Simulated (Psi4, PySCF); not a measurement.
Internal rotation in C8H6O2, SMILES c1(-c2occc2)ccco1. Scanned: dihedral O3–C4–C5–O9; all other coordinates were relaxed at GFN2-xTB. Points at φ and −φ are mirror images. Heavy atoms are numbered in the order of the SMILES c1coc(-c2ccco2)c1, hydrogens after them in the order of the atoms that carry them; the mirror image has the same energies with the sign of each dihedral reversed.

- RKS-B3LYP/6-31G* = PySCF with restricted B3LYP/6-31G*, spherical d, density fitting // GFN2-xTB
- B3LYP-D3(BJ)/def2-SVP // GFN2-xTB (Psi4)
- PBE-D3(BJ)/def2-SVP // GFN2-xTB (Psi4)

Energies in kcal/mol, each method relative to its own lowest point.

| φ / ° | RKS-B3LYP/6-31G* | B3LYP-D3(BJ)/def2-SVP | PBE-D3(BJ)/def2-SVP |
|---|---|---|---|
| -165 | 0.4 | 0.4 | 0.4 |
| -150 | 1.3 | 1.5 | 1.5 |
| -135 | 2.6 | 2.9 | 3.0 |
| -120 | 4.0 | 4.4 | 4.5 |
| -105 | 5.0 | 5.5 | 5.7 |
| -90 | 5.3 | 5.8 | 6.0 |
| -75 | 4.8 | 5.2 | 5.4 |
| -60 | 3.8 | 4.2 | 4.3 |
| -45 | 2.9 | 3.1 | 3.2 |
| -30 | 2.2 | 2.4 | 2.4 |
| -15 | 1.9 | 2.0 | 1.9 |
| 0 | 1.8 | 1.9 | 1.7 |
| 15 | 1.9 | 2.0 | 1.9 |
| 30 | 2.2 | 2.4 | 2.4 |
| 45 | 2.9 | 3.1 | 3.2 |
| 60 | 3.8 | 4.2 | 4.3 |
| 75 | 4.8 | 5.2 | 5.4 |
| 90 | 5.3 | 5.8 | 6.0 |
| 105 | 5.0 | 5.5 | 5.7 |
| 120 | 4.0 | 4.4 | 4.5 |
| 135 | 2.6 | 2.9 | 3.0 |
| 150 | 1.3 | 1.5 | 1.5 |
| 165 | 0.4 | 0.4 | 0.4 |
| 180 | 0.0 | 0.0 | 0.0 |
